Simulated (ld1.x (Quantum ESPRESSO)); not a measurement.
**An all-electron radial function and its pseudo partner (gallium (Ga))**

Columns: radius, all-electron u(r) and pseudo u(r) of the 4s shell (level -8.95 eV) of gallium in the configuration [Ar] 3d10 4s2 4p1; PBE, scalar-relativistic, TM scheme, ld1.x (Quantum ESPRESSO) 7.5.

```csv
r (bohr),all-electron,pseudo
0.103,-0.1391,-0.0222
0.205,-0.1258,-0.0451
0.308,0.1164,-0.0701
0.410,0.2805,-0.0976
0.513,0.3112,-0.1291
0.615,0.2428,-0.1651
0.718,0.1203,-0.2072
0.820,-0.0200,-0.2552
0.923,-0.1604,-0.3098
1.025,-0.2870,-0.3693
1.128,-0.3975,-0.4329
1.230,-0.4884,-0.4963
1.332,-0.5611,-0.5565
1.435,-0.6176,-0.6100
1.538,-0.6590,-0.6532
1.640,-0.6871,-0.6841
1.743,-0.7043,-0.7033
1.845,-0.7120,-0.7118
1.948,-0.7119,-0.7119
2.050,-0.7054,-0.7054
2.153,-0.6936,-0.6936
2.255,-0.6776,-0.6776
2.358,-0.6582,-0.6582
2.460,-0.6365,-0.6365
2.562,-0.6129,-0.6129
2.665,-0.5878,-0.5878
```

(1) How many radial nodes do the two functions have?

(2) At about which radius was the pseudo-wave matched?

(3) Is the pseudo-wave norm-conserving?

Results:

(1) The all-electron 4s function has n − l − 1 = 3 (the table is too coarse to show those close to the nucleus); the pseudo-wave has 0, since the states of the same l below it are removed with the core.

(2) 2.05 bohr. The columns agree to 0.0005 from 1.84 bohr on; several derivatives are matched, so the curves merge somewhat inside the radius.

(3) Yes: the TM scheme keeps the norm inside the radius equal to the all-electron one, which fixes the energy derivative of the logarithmic derivative at the level.
